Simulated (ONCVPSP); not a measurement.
## Plane-wave convergence, ONCV potential for aluminium (Al)

```json
{
  "Element": "aluminium",
  "Generator": "ONCVPSP 4.0.1",
  "Type": "optimised norm-conserving Vanderbilt (ONCV)",
  "Functional": "PBEsol",
  "Relativity": "scalar-relativistic",
  "Frozen core": "[He]",
  "Valence charge": "11",
  "Reference configuration": "2s2 2p6 3s1.75 3p1.25",
  "Partial waves": "2s+3s: rc 1.10 bohr, ncon 4, nbas 9, qcut 13.4 1/bohr, 2 projectors; 2p+3p: rc 0.90 bohr, ncon 4, nbas 9, qcut 19.5 1/bohr, 2 projectors",
  "Local potential": "polynomial inside 0.80 bohr (lpopt 5, dvloc0 3 Ha)",
  "Core correction": "polynomial model core, fcfact 0.5"
}
```

Question: For each optimised wave give the share of its norm inside rc, the residual kinetic energy above qcut (Ha) and the cutoffs (Ha) for errors of 10, 1, 0.1 and 0.01 mHa per electron.

Answer:

```csv
wave,norm inside rc,residual KE,10 mHa,1 mHa,0.1 mHa,0.01 mHa
2s,0.940,3.2e-09,18.8,25.1,51.4,63.9
3s,0.040,2.0e-08,13.2,19.5,46.5,63.8
2p,0.844,5.1e-09,94.8,117.5,137.3,153.5
3p,0.018,1.1e-09,59.7,89.3,114.1,135.4
```

The occupied waves need 117 Ha and 137 Ha for 1 and 0.1 mHa.
